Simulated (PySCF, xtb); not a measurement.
B2F4, SMILES FB(F)B(F)F.

GFN2-xTB (xtb) at its own geometry gives an orbital gap of 5.07 eV and a dipole moment of 0.00 D.

Geometry optimised at PBE0-D3(BJ)/def2-SVP. Other conformers were not sampled.

**Question.** What does PySCF with ωB97X/def2-TZVP give? (An estimate is asked for; the answer gives what the named calculation found.)

**Answer.** gap 14.01 eV (levels -12.54 and 1.47 eV), dipole 0.00 D.
